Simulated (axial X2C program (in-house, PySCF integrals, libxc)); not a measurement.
**Ionising LiBe**

Calculated with an in-house relativistic program for diatomic molecules, spin-free (one-electron X2C) or two-component (2c: spin–orbit coupling with atomic mean-field Coulomb and Gaunt terms, which also bring small scalar terms), in Dyall basis sets with cores contracted in-house; open shells are unrestricted.

Basis sets: Be dyall-cv3z, Li dyall-cv3z. Frozen shells (counts by l): LiBe Be 1s, Li 1s, 3 electrons correlated; LiBe⁺ Be 1s, Li 1s, 2 electrons correlated. Where the outer core of a metal is frozen, bonds come out longer and ionisation energies lower.

```csv
Hamiltonian,level,LiBe state,Re (Å),ωe (cm⁻¹),De (eV)
spin-free,HF,"M_S = 1/2, Λ = 0",2.727,250.1,0.16
spin-free,PBE0,"M_S = 1/2, Λ = 0",2.579,345.5,0.51
spin-free,MP2,"M_S = 1/2, Λ = 0",2.536,360.4,0.17
2c,HF,Ω = 1/2,2.727,250.0,0.16
2c,PBE0,Ω = 1/2,2.579,345.5,0.51
2c,MP2,Ω = 1/2,2.536,360.3,0.17
```

Adiabatic ionisation energy (minimum to minimum, no zero-point term) and constants of LiBe⁺:

```
Hamiltonian  level     LiBe⁺ state  IE (eV)  Re (Å)  ωe (cm⁻¹)  De (eV)  fragments
  spin-free     HF  M_S = 0, Λ = 0     4.87   2.648      316.8     0.63   Be + Li+
  spin-free   PBE0  M_S = 0, Λ = 0     5.38   2.595      331.4     0.71   Be + Li+
  spin-free    MP2  M_S = 0, Λ = 0     4.90   2.635      316.5     0.62   Be + Li+
         2c     HF           Ω = 0     4.87   2.648      316.8     0.63   Be + Li+
         2c   PBE0           Ω = 0     5.38   2.595      331.4     0.71   Be + Li+
         2c    MP2           Ω = 0     4.90   2.635      316.5     0.62   Be + Li+
```

Task: Add the zero-point terms to the ionisation energy at MP2, 2c, and say whether the electron removed was bonding.

Result: IE0 = IE + (ωe⁺ − ωe)/2 = 4.90 + (-0.003) = 4.90 eV. Re changes by 0.099 Å, so the bond lengthens, as on loss of a bonding electron.

Task: Close the cycle De(LiBe⁺) + IE(LiBe) = De(LiBe) + IE(Li) to find the atomic ionisation energy at MP2, 2c.

Result: IE(Li) = 0.62 + 4.90 − 0.17 = 5.35 eV, for the determinants used.

Each entry is the lowest single determinant of a limited PBE0 search at one distance. De goes to single-determinant-based atoms at the same level (for ions the charge split of lowest energy) and is withheld (n/a) where an atom does not fit its ground term or J level. Main or longest-lived isotopes. One determinant is a doubtful description, or other states lie close, for LiBe; these need not be ground states, and all values refer to the states named.
